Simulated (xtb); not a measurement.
H$_{3}$BN, charge +1, singlet, from a rough starting geometry; GFN2-xTB (xtb).

Input for xtb:
```
$ xtb mol.xyz --gfn 2 --chrg 1 --opt vtight --json

# file mol.xyz
5

B      0.73438739    -0.06297950     0.27022217
N     -0.49809085     0.02068006    -0.16713939
H      1.77944581    -0.15689369     0.73378145
H     -0.90564590     0.93622014    -0.36592040
H     -1.11937851    -0.69230633    -0.41198028
```

The log (banner, timings and long lists left out):

```
   ID    Z sym.   atoms
    1    5 B      1
    2    7 N      2
    3    1 H      3-5

           -------------------------------------------------
          |                Calculation Setup                |
           -------------------------------------------------

           -------------------------------------------------
          |                 G F N 2 - x T B                 |
           -------------------------------------------------

          ...................................................
          :                      SETUP                      :
          :.................................................:
          :  # basis functions                  11          :
          :  # atomic orbitals                  11          :
          :  # shells                            7          :
          :  # electrons                        10          :
          :  max. iterations                   250          :
          :  Hamiltonian                  GFN2-xTB          :
          :  restarted?                      false          :
          :  GBSA solvation                  false          :
          :  PC potential                    false          :
          :  electronic temp.          300.0000000     K    :
          :  accuracy                    1.0000000          :
          :  -> integral cutoff          0.2500000E+02      :
          :  -> integral neglect         0.1000000E-07      :
          :  -> SCF convergence          0.1000000E-05 Eh   :
          :  -> wf. convergence          0.1000000E-03 e    :
          :  Broyden damping             0.4000000          :
          :  net charge                          1          :
          :  unpaired electrons                  0          :
          ...................................................

 iter      E             dE          RMSdq      gap      omega  full diag
   1     -5.1934341 -0.519343E+01  0.137E+01    3.74       0.0  T
   2     -5.2163555 -0.229214E-01  0.743E+00    5.21       1.0  T
   3     -5.2198802 -0.352466E-02  0.603E+00    4.06       1.0  T
   4     -5.2989653 -0.790851E-01  0.116E+00    5.05       1.0  T
   5     -5.3005712 -0.160598E-02  0.245E-01    5.17       1.0  T
   6     -5.3007607 -0.189414E-03  0.134E-01    5.11       1.0  T
   7     -5.3007921 -0.314252E-04  0.290E-02    5.12       1.5  T
   8     -5.3007933 -0.119869E-05  0.541E-03    5.12       8.3  T
   9     -5.3007934 -0.823285E-07  0.975E-04    5.12      45.9  T
[...]
 * total energy  :    -5.2039381 Eh     change       -0.6514256E-09 Eh
 * total energy  :    -5.2054387 Eh     change       -0.1500552E-02 Eh
 * total energy  :    -5.2035462 Eh     change        0.1892527E-02 Eh
 * total energy  :    -5.2062351 Eh     change       -0.2688937E-02 Eh
 * total energy  :    -5.2063037 Eh     change       -0.6860230E-04 Eh
 * total energy  :    -5.2063951 Eh     change       -0.9137712E-04 Eh
 * total energy  :    -5.2064212 Eh     change       -0.2611660E-04 Eh
 * total energy  :    -5.2064355 Eh     change       -0.1431844E-04 Eh
 * total energy  :    -5.2064444 Eh     change       -0.8889140E-05 Eh
 * total energy  :    -5.2064508 Eh     change       -0.6395409E-05 Eh
 * total energy  :    -5.2064518 Eh     change       -0.1043876E-05 Eh
 * total energy  :    -5.2064519 Eh     change       -0.9895780E-08 Eh
   *** GEOMETRY OPTIMIZATION CONVERGED AFTER 12 ITERATIONS ***
         :: total energy              -5.206451857263 Eh    ::
[...]
        10                         -0.0143036              -0.3892
        11                          0.6373091              17.3421
      -------------------------------------------------------------
                  HL-Gap            0.1902081 Eh            5.1758 eV
             Fermi-level           -0.6509188 Eh          -17.7124 eV

     #   Z          covCN         q      C6AA      α(0)
     1   5 B        1.785     0.385    33.061    12.115
     2   7 N        2.559    -0.163    24.557     7.360
     3   1 H        0.945     0.132     1.521     1.928
     4   1 H        0.859     0.323     0.647     1.261
     5   1 H        0.859     0.323     0.647     1.260

 Mol. C6AA /au·bohr⁶  :        180.262267
 Mol. C8AA /au·bohr⁸  :       4734.360379
 Mol. α(0) /au        :         23.923006

Wiberg/Mayer (AO) data.
largest (>0.10) Wiberg bond orders for each atom

 ---------------------------------------------------------------------------
     #   Z sym  total        # sym  WBO       # sym  WBO       # sym  WBO
 ---------------------------------------------------------------------------
     1   5 B    3.030 --     2 N    1.948     3 H    0.974
     2   7 N    3.611 --     1 B    1.948     4 H    0.830     5 H    0.830
     3   1 H    0.983 --     1 B    0.974
     4   1 H    0.895 --     2 N    0.830
     5   1 H    0.895 --     2 N    0.830
 ---------------------------------------------------------------------------

Topologies differ in total number of bonds
Writing topology from bond orders to xtbtopo.mol

molecular dipole:
                 x           y           z       tot (Debye)
 q only:       -0.138       0.030      -0.031
   full:       -0.276       0.044      -0.086       0.743
molecular quadrupole (traceless):
                xx          xy          yy          xz          yz          zz
 q only:        3.390      -0.464      -1.007       2.700      -0.240      -2.383
  q+dip:        4.882      -0.667      -1.407       3.905      -0.346      -3.476
   full:        2.901      -0.323       0.009       2.707      -0.220      -2.911

optimized geometry written to: xtbopt.xyz

           -------------------------------------------------
          | TOTAL ENERGY               -5.206451857263 Eh   |
          | GRADIENT NORM               0.000041786695 Eh/α |
          | HOMO-LUMO GAP               5.175825416259 eV   |
           -------------------------------------------------

normal termination of xtb
```
